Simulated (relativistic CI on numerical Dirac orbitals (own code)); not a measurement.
# How well does a small relativistic CI reproduce Sc VIII?

Method of calculation: Dirac-Coulomb-Breit CI, orbitals from a KLI potential per configuration, a model potential for QED, unscaled Slater integrals (own radial code, finite nucleus).

Configuration list (outside the closed core [Ne]): 3s²3p², 3s3p³, 3s²3p3d, 3p⁴, 3s3p²3d, 3p³3d, 3s3p3d², 3s²3p4s, 3s²3p4p, 3s²3d4p, 3p³4s, 3s²3p4d, 3p³4p, 3s3p²4s, 3s3p3d4s, 3s²3p4f, 3s3p²4p, 3s²3p5s, 3s²3p5p, 3s²4s4p, 3s3p²4d, 3s²3p5d, 3s²3p5f, 3s²3p5g, 3p²3d4p, 3s3p²4f, 3s²3p6s, 3s3p4s², 3s²3p6p, 3s²3d², 3s3d³, 3p²3d², 3p3d³, 3p3d²4s, 3p3d²4p, 3p3d²4d, 3s²3d4s, 3s3d²4s, 3s3p3d4p, 3s3d²4p, 3s3d4s4p, 3s3d4p², 3s3d4p4d, 3s²4s², 3s3d4s², 3p²3d4s, 3p3d4s², 3p3d4s4p, 3p3d4s4d, 3s²4p². Double excitations out of closed p, d and f shells are left out; levels of such configurations are missing from the list, as are those of other unlisted configurations, and high levels can miss mixing partners. These lack a partner that the ground configuration has and come out too high: 3s3p²4d, 3s3p²4f, 3s²3p4f, 3s²3p5s, 3s²3p5p.

```csv
Configuration,Term (tabulated),J,Measured (cm⁻¹),Computed,Error,Purity (%)
3s²3p²,3P,0,0.0,0,0,95
3s²3p²,3P,1,2271.9,2215,-57,96
3s²3p²,3P,2,5507.7,5451,-57,95
3s²3p²,1D,2,25026.9,26958,1931,94
3s²3p²,1S,0,54864.4,58583,3718,94
3s3p³,3D°,1,179962.3,179615,-347,85
3s3p³,3D°,2,180032.7,179699,-333,85
3s3p³,3D°,3,180503.6,180158,-346,86
3s3p³,3P°,0,207690.9,208974,1283,87
3s3p³,3P°,1,207761.0,209035,1274,86
3s3p³,3P°,2,207814.4,209067,1252,84
3s3p³,3S°,1,272417.4,279167,6750,87
3s3p³,1P°,1,281522.1,289535,8013,79
3s²3p3d,3P°,2,319569.0,325944,6375,67
3s²3p3d,3P°,1,322541.0,328336,5795,81
3s²3p3d,3P°,0,323673.0,329404,5731,85
3s²3p3d,3D°,1,329862.0,336989,7127,81
3s²3p3d,3D°,2,330716.0,337836,7120,81
3s²3p3d,3D°,3,331153.0,338284,7131,84
3s²3p3d,1F°,3,363462.0,373856,10394,95
3s²3p3d,1P°,1,372790.0,384438,11648,85
3s²3p4s,3P°,0,603533.0,601893,-1640,95
3s²3p4s,3P°,1,604609.0,603033,-1576,88
3s²3p4s,3P°,2,609174.0,607486,-1688,95
3s²3p4s,1P°,1,614090.0,613253,-837,88
```

Measured levels from Sugar and Corliss, J. Phys. Chem. Ref. Data 9, 473 (1980); pairs were made by configuration, J and term (by order where the table uses no LS term), so strongly mixed levels may be paired wrongly.

Mean error by configuration (cm⁻¹): 3s²3p² 1384; 3s3p³ 2193; 3s²3p3d 7665; 3s²3p4s -1435. Over the excited levels the mean absolute error is 3851 cm⁻¹ (24 of the 25 excited levels that our extract of the source holds in range could be paired, and the others can miss by more), and the median relative error of those above 1,000 cm⁻¹ is 1.8 %.
